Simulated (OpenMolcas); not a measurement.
InSiH5 (SMILES [SiH3][InH2]): the energy, rung by rung

InSiH5: 7 atoms, total charge 0, spin state singlet. As SMILES, `[SiH3][InH2]`. The shape is that of a PBE0-D4/def2-TZVP optimisation.

```xyz
7

Si   -0.6671   -0.6415   -0.6421
In    0.8308    0.8376    0.8405
H    -2.1199   -0.3711   -0.4636
H    -0.4320   -2.0833   -0.3459
H    -0.3380   -0.4255   -2.0800
H     0.1791    2.0621    1.8720
H     2.5471    0.6218    0.8191
```

Quantity: the energy change with the Si1–H3 bond stretched from 1.488 to 1.935 Å, in eV. The values are calculated.

```csv
level,kind,program,value (eV),less CCSD(T)/def2-TZVP
SVWN5/def2-TZVP (core potential) (restricted),LDA,OpenMolcas,0.89,-0.10
revPBE/def2-TZVP (core potential) (restricted),GGA,OpenMolcas,0.87,-0.12
M06-L/def2-TZVP (core potential) (restricted),meta-GGA,OpenMolcas,1.03,+0.04
TPSS/def2-TZVP (core potential) (restricted),meta-GGA,OpenMolcas,0.97,-0.02
B3LYP/def2-TZVP (core potential) (restricted),global hybrid,OpenMolcas,0.97,-0.02
M06-2X/def2-TZVP (core potential) (restricted),hybrid meta-GGA,OpenMolcas,1.04,+0.05
B2PLYP/def2-TZVP (core potential) (restricted),double hybrid,OpenMolcas,1.02,+0.03
"CCSD(T)/def2-TZVP (Cholesky decomposition, core potential) (restricted)",coupled cluster or CI,OpenMolcas,0.99,0.00
```

CCSD(T)/def2-TZVP (Cholesky decomposition, core potential) (restricted) is the highest level here, not the true value. The first shape isn't each level's own minimum. The values span 0.87 to 1.04 eV. In the correlated wave-function rows the outer d shell of In is correlated, in sets not made for it.
